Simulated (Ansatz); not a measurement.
C2H7NOSn, SMILES `C[NH][SnH2][CH]=O`. Total charge 0; spin multiplicity 1. Sn: def2 effective core potential. The structure was optimised at the PBE0-D4/def2-TZVP level. It is one conformer, not always the lowest.

```xyz
12

C    -1.183   -1.027   -0.953
N     0.254   -1.053   -0.732
Sn    0.985   -0.107    0.896
C     0.439    2.044    0.783
O    -0.018    2.495   -0.230
H    -1.453   -1.726   -1.752
H    -1.699   -1.370   -0.051
H    -1.591   -0.042   -1.215
H     0.752   -0.802   -1.576
H     2.682   -0.297    0.898
H     0.250   -0.824    2.264
H     0.581    2.711    1.669
```

Question: What is the dipole moment at r2SCAN/def2-TZVPP? (Estimate.)

Answer: The calculation gave: 1.15 D, with components (0.52, -0.15, 1.01) D in this frame, pointing from negative to positive charge.

Question: And with PBE, B3LYP, ωB97M-V? (Best estimate.)

Answer: Ansatz gave: PBE 1.02 D, B3LYP 1.26 D, ωB97M-V 1.37 D.

Question: Give the Mulliken charges with r2SCAN, PBE, ωB97M-V in def2-TZVPP. (Best estimate.)

Answer: The calculation gave: 
| atom | r2SCAN | PBE | ωB97M-V |
| --- | --- | --- | --- |
| C1 | -0.06 | -0.21 | -0.26 |
| N2 | -0.50 | -0.44 | -0.46 |
| Sn3 | 0.68 | 0.64 | 0.62 |
| C4 | 0.04 | -0.04 | -0.04 |
| O5 | -0.25 | -0.19 | -0.24 |
| H6 | 0.05 | 0.09 | 0.11 |
| H7 | 0.05 | 0.09 | 0.11 |
| H8 | 0.07 | 0.11 | 0.13 |
| H9 | 0.13 | 0.13 | 0.10 |
| H10 | -0.12 | -0.11 | -0.08 |
| H11 | -0.12 | -0.12 | -0.08 |
| H12 | 0.03 | 0.05 | 0.09 |

B3LYP here is the variant with VWN-RPA as its local correlation; programs differ in this.
